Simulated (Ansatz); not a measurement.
Geometry optimisation, Ansatz 0.2.0, RKS r2SCAN/def2-SVP.

The input (input.yaml):

```yaml
crystal:
  periodic: [false, false, false]
  atoms:
    - { symbol: B, position_ang: [0.025027, -0.321968, -0.066515] }
    - { symbol: F, position_ang: [-0.022162, -0.46774, 1.258264] }
    - { symbol: F, position_ang: [1.210243, -0.16112, -0.622601] }
    - { symbol: O, position_ang: [-1.075104, -0.408127, -0.832235] }
    - { symbol: H, position_ang: [-1.887432, -0.517843, -0.322823] }
    - { symbol: Cl, position_ang: [-0.097679, 2.567144, 0.941116] }
    - { symbol: H, position_ang: [0.185507, 1.577254, 1.784894] }
basis:
  gaussian: { orbitals: def2-SVP }
hamiltonian:
  xc: r2scan
relax:
  f_tol: 0.03
  max_steps: 50
```

Command:

```bash
$ ansatz run input.yaml --threads 2 --pin off --max-ram 3072MiB --backend cpu --events-out ev --progress --plain --runs-dir out
```

Where does it end, and by what steps?

The run converged. After 8 steps the energy has fallen by 0.035 eV; H7 moved furthest, 0.13 Å.

```json
{"step": "0", "energy less start (eV)": "0.0000", "largest force component (eV/Å)": "0.925", "accepted": "yes"}
{"step": "1", "energy less start (eV)": "-0.0224", "largest force component (eV/Å)": "0.613", "accepted": "yes"}
{"step": "2", "energy less start (eV)": "-0.0268", "largest force component (eV/Å)": "0.501", "accepted": "yes"}
{"step": "3", "energy less start (eV)": "0.0286", "largest force component (eV/Å)": "1.197", "accepted": "no"}
{"step": "4", "energy less start (eV)": "-0.0323", "largest force component (eV/Å)": "0.284", "accepted": "yes"}
{"step": "5", "energy less start (eV)": "-0.0346", "largest force component (eV/Å)": "0.108", "accepted": "yes"}
{"step": "6", "energy less start (eV)": "-0.0348", "largest force component (eV/Å)": "0.104", "accepted": "yes"}
{"step": "7", "energy less start (eV)": "-0.0354", "largest force component (eV/Å)": "0.047", "accepted": "yes"}
{"step": "8", "energy less start (eV)": "-0.0355", "largest force component (eV/Å)": "0.017", "accepted": "yes"}
```

```xyz
7
Properties=species:S:1:pos:R:3
B 0.026 -0.366 -0.092
F -0.022 -0.503 1.241
F 1.211 -0.220 -0.653
O -1.079 -0.430 -0.854
H -1.887 -0.523 -0.334
Cl -0.116 2.613 0.993
H 0.205 1.696 1.839
```

Whether the end is a true minimum wasn't checked by a vibrational analysis.

Time of the run: 25 s on 2 threads of Arm Neoverse V1, with other jobs on the host, peak memory 0.16 GiB.
